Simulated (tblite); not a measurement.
Species: 2-aminotropone, C7H7NO.
Numbering: `[NH2:1][c:2]1[cH:3][cH:4][cH:5][cH:6][cH:7][c:8]1=[O:9]` (hydrogens: H10, H11 on N1; H12 on C3; H13 on C4; H14 on C5; H15 on C6; H16 on C7)

Computed with GFN2-xTB (tblite), gas phase: Langevin dynamics at 200 K from the optimised GFN2-xTB geometry, time step 0.5 fs, friction 0.01 fs⁻¹, 2000 steps.

Start geometry:
```
atom  x, y, z in Å
N1      2.472   -0.220   -0.373
C2      1.143   -0.165   -0.177
C3      0.393   -1.322   -0.161
C4     -0.979   -1.498    0.021
C5     -1.952   -0.554    0.233
C6     -1.794    0.837    0.321
C7     -0.667    1.597    0.221
C8      0.701    1.242   -0.002
O9      1.580    2.112   -0.058
H10     2.973   -1.077   -0.510
H11     2.938    0.681   -0.367
H12     0.962   -2.233   -0.313
H13    -1.313   -2.528   -0.012
H14    -2.964   -0.921    0.348
H15    -2.713    1.386    0.495
H16    -0.788    2.670    0.324
```

The statistics below take the 31 frames saved every 25 fs from 250 to 1000 fs; their kinetic temperature (all 3N coordinates) averages 201 K.

Task: Give the mean, spread and extremes of the bond lengths.

Result: 
```json
{"bond": "N1–C2", "start (Å)": "1.344", "mean (Å)": "1.345", "standard deviation (Å)": "0.017", "shortest (Å)": "1.306", "longest (Å)": "1.372"}
{"bond": "C2–C3", "start (Å)": "1.379", "mean (Å)": "1.383", "standard deviation (Å)": "0.019", "shortest (Å)": "1.349", "longest (Å)": "1.412"}
{"bond": "C3–C4", "start (Å)": "1.395", "mean (Å)": "1.400", "standard deviation (Å)": "0.017", "shortest (Å)": "1.367", "longest (Å)": "1.430"}
{"bond": "C4–C5", "start (Å)": "1.372", "mean (Å)": "1.375", "standard deviation (Å)": "0.017", "shortest (Å)": "1.344", "longest (Å)": "1.411"}
{"bond": "C5–C6", "start (Å)": "1.403", "mean (Å)": "1.405", "standard deviation (Å)": "0.021", "shortest (Å)": "1.367", "longest (Å)": "1.448"}
{"bond": "C6–C7", "start (Å)": "1.363", "mean (Å)": "1.368", "standard deviation (Å)": "0.019", "shortest (Å)": "1.337", "longest (Å)": "1.422"}
{"bond": "C7–C8", "start (Å)": "1.431", "mean (Å)": "1.431", "standard deviation (Å)": "0.022", "shortest (Å)": "1.386", "longest (Å)": "1.471"}
{"bond": "C8=O9", "start (Å)": "1.238", "mean (Å)": "1.237", "standard deviation (Å)": "0.018", "shortest (Å)": "1.199", "longest (Å)": "1.281"}
{"bond": "C2–C8", "start (Å)": "1.485", "mean (Å)": "1.492", "standard deviation (Å)": "0.027", "shortest (Å)": "1.438", "longest (Å)": "1.572"}
{"bond": "N1–H10", "start (Å)": "1.002", "mean (Å)": "1.005", "standard deviation (Å)": "0.023", "shortest (Å)": "0.959", "longest (Å)": "1.049"}
{"bond": "N1–H11", "start (Å)": "1.014", "mean (Å)": "1.016", "standard deviation (Å)": "0.016", "shortest (Å)": "0.987", "longest (Å)": "1.056"}
{"bond": "C3–H12", "start (Å)": "1.085", "mean (Å)": "1.084", "standard deviation (Å)": "0.019", "shortest (Å)": "1.041", "longest (Å)": "1.116"}
{"bond": "C4–H13", "start (Å)": "1.083", "mean (Å)": "1.084", "standard deviation (Å)": "0.015", "shortest (Å)": "1.051", "longest (Å)": "1.121"}
{"bond": "C5–H14", "start (Å)": "1.082", "mean (Å)": "1.086", "standard deviation (Å)": "0.026", "shortest (Å)": "1.035", "longest (Å)": "1.146"}
{"bond": "C6–H15", "start (Å)": "1.084", "mean (Å)": "1.086", "standard deviation (Å)": "0.024", "shortest (Å)": "1.035", "longest (Å)": "1.141"}
{"bond": "C7–H16", "start (Å)": "1.084", "mean (Å)": "1.085", "standard deviation (Å)": "0.016", "shortest (Å)": "1.061", "longest (Å)": "1.121"}
```

Task: Give the same statistics for bond angles, one of each kind among heavy atoms.

Result: 
```
   angle  start (°)  mean (°)  standard deviation (°)  smallest (°)  largest (°)
N1–C2–C3      120.4     120.2                     1.7         117.4        124.0
N1–C2–C8      110.5     111.2                     2.3         107.2        116.3
C3–C2–C8      129.2     128.2                     2.1         124.7        131.9
C2–C3–C4      130.0     129.9                     1.9         125.9        132.9
C3–C4–C5      129.1     128.8                     2.4         124.9        133.8
C4–C5–C6      127.7     127.1                     2.0         123.8        131.1
C5–C6–C7      129.9     129.5                     2.1         126.1        134.3
C6–C7–C8      131.6     131.3                     2.2         126.2        135.7
C7–C8–O9      120.7     121.0                     2.4         114.3        125.8
C2–C8–C7      122.5     122.1                     1.7         118.7        126.5
C2–C8–O9      116.7     116.6                     1.9         112.7        120.2
```

Task: How far does each atom move about its mean position (frames aligned on the start, all atoms weighted alike), and what rms force does it feel?

Result: 
```json
{"atom": "N1", "rms displacement (Å)": "0.12", "rms force (eV/Å)": "1.71"}
{"atom": "C2", "rms displacement (Å)": "0.06", "rms force (eV/Å)": "1.46"}
{"atom": "C3", "rms displacement (Å)": "0.10", "rms force (eV/Å)": "1.21"}
{"atom": "C4", "rms displacement (Å)": "0.09", "rms force (eV/Å)": "1.35"}
{"atom": "C5", "rms displacement (Å)": "0.09", "rms force (eV/Å)": "1.52"}
{"atom": "C6", "rms displacement (Å)": "0.09", "rms force (eV/Å)": "1.59"}
{"atom": "C7", "rms displacement (Å)": "0.07", "rms force (eV/Å)": "1.36"}
{"atom": "C8", "rms displacement (Å)": "0.12", "rms force (eV/Å)": "1.72"}
{"atom": "O9", "rms displacement (Å)": "0.27", "rms force (eV/Å)": "1.17"}
{"atom": "H10", "rms displacement (Å)": "0.24", "rms force (eV/Å)": "1.05"}
{"atom": "H11", "rms displacement (Å)": "0.15", "rms force (eV/Å)": "0.69"}
{"atom": "H12", "rms displacement (Å)": "0.18", "rms force (eV/Å)": "0.78"}
{"atom": "H13", "rms displacement (Å)": "0.19", "rms force (eV/Å)": "0.67"}
{"atom": "H14", "rms displacement (Å)": "0.17", "rms force (eV/Å)": "0.92"}
{"atom": "H15", "rms displacement (Å)": "0.19", "rms force (eV/Å)": "0.79"}
{"atom": "H16", "rms displacement (Å)": "0.16", "rms force (eV/Å)": "0.57"}
```

The displacements run from 0.06 to 0.27 Å, the largest at O9.

Task: How widely does the potential energy scatter, against a harmonic estimate?

Result: Mean 0.36 eV above the start, standard deviation 0.059 eV, range 0.24 to 0.49 eV. For 42 classical harmonic modes at 200 K the canonical values are 42kT/2 = 0.36 eV and kT·√(42/2) = 0.079 eV.

The run is classical and short, so these are rough statistics of one trajectory.

What follows is the cost of the whole dynamics run. Hardware: one thread of an AMD EPYC 9R14 (shared host). Cost: 10 s wall, 0.18 GiB resident at most.
